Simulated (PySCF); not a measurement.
Si(CCH)2(OH)(OMe), SMILES C([Si](O)(OC)C#C)#C (C5H6O2Si) (CAM-B3LYP/def2-SVP optimised geometry):

```
14

C     -2.444    -1.020     2.463
C     -2.068    -0.404     1.489
Si    -1.497     0.493     0.000
O     -2.074     2.030     0.000
C      0.333     0.493     0.000
C      1.544     0.471    -0.010
O     -2.072    -0.228    -1.363
C     -1.849    -1.545    -1.800
H     -2.779    -1.560     3.330
H     -2.620     2.283    -0.752
H      2.620     0.458    -0.016
H     -2.224    -2.283    -1.070
H     -2.383    -1.696    -2.749
H     -0.776    -1.739    -1.970
```

Method: CAM-B3LYP/def2-TZVP (PySCF).

**Question.** What are the frontier orbital energies and the dipole moment?

**Answer.** HOMO-2 -9.89 eV, HOMO-1 -9.61 eV, HOMO -9.48 eV, LUMO 0.41 eV, LUMO+1 0.58 eV; dipole moment 1.81 D.

On the same geometry PBE/def2-TZVP run with PySCF gives HOMO-2 -7.19 eV, HOMO-1 -6.95 eV, HOMO -6.79 eV, LUMO -1.63 eV, LUMO+1 -1.49 eV; dipole moment 1.63 D.

Meta-Löwdin charges at CAM-B3LYP/def2-TZVP: C1 -0.14, C2 -0.33, Si3 1.36, O4 -0.75, C5 -0.33, C6 -0.14, O7 -0.63, C8 -0.10, H9 0.18, H10 0.36, H11 0.18, H12 0.11, H13 0.12, H14 0.11.
